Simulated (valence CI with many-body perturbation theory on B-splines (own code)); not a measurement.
Cu¹⁵⁺: what the settings do

Calculated by configuration interaction combined with many-body perturbation theory (CI+MBPT): four valence electrons over a frozen Dirac-Fock core [Ne], radial functions for each j: 6 s, 6 p, 5 d, 3 f, 1 g, with the one-electron correlation potential Σ1, the two-electron term Σ2, the three-electron term Σ3, Breit, model QED; selected CI, second order for the rest (own B-spline code, finite nucleus).

No measured spectrum was set against this ion. As an estimate, levels of excited configurations hold to 0.05 to 0.15 % of their energy, terms of the ground configuration to about 0.5 %.

The reference run has the lowest level 3s2.3p2 3P_0 and an ionisation energy of 517.969 eV. Its largest variational space holds 9990 state functions.

Names give the largest LS component (configuration and term), which can be under half, so a name can repeat, a term be missing and a line seem to break the LS rules; names also repeat where a configuration has a term twice.

Changed runs:
A. size limit of the variational space 10000 → 3000; second order for the rest on → off
B. size limit of the variational space 10000 → 1500; QED terms on → off; second order for the rest on → off
C. logarithmic knot step 0.27 → 0.33
D. box radius (bohr) 5.268 → 1.09 (bad on purpose)

Excitation energies of the reference run in cm⁻¹, and shifts in cm⁻¹:

```
                 Level  Reference         A       B        C
          3s2.3p2 3P_1      18569       +98    +402        0
          3s2.3p2 3P_2      32789      +157    +465        0
          3s2.3p2 1D_2      72264      +177    +494     +0.1
          3s2.3p2 1S_0     124048      +4.3     -74     +0.2
          3s.3p3 5S°_2     275995      +170   +1352     +4.0
          3s.3p3 3D°_1     360938      +281   +1594     +3.9
          3s.3p3 3D°_2     361414      +390   +1788     +3.9
          3s.3p3 3D°_3     368031      +472   +1896     +3.9
          3s.3p3 3P°_0     413827      +6.6    +851     +4.0
          3s.3p3 3P°_1     415719      +317   +1682     +4.0
          3s.3p3 3P°_2     417090      +479   +1953     +3.9
          3s.3p3 1D°_2     455392      +630   +1946     +3.1
Ionisation energy (eV)    517.969  -0.00066  -0.017  -0.0003
```

Run D: It gave no result. The program said: "need at least one array to concatenate".
